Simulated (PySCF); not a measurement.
H₄O₃SSi, SMILES S[Si](O)(O)O.

Geometry: B3LYP-D3(BJ)/def2-SVP. One conformer was computed; it need not be the lowest.

All values below come from PBE/def2-TZVP in PySCF.

Isolated molecule, no solvent.

The total energy comes out as -915.52589 hartree and the highest occupied level comes out as -6.32 eV. The lowest empty level is -0.63 eV and the orbital gap is 5.69 eV. The dipole moment comes out as 0.79 D, the quadrupole, principal values (traceless, Buckingham form, about the centre of nuclear charge) is -2.65, 0.21, 2.45 D·Å and the mean static polarisability is 53.5 bohr³ (7.93 Å³). The polarisability, principal values is 47.4, 50.9, 62.1 bohr³.
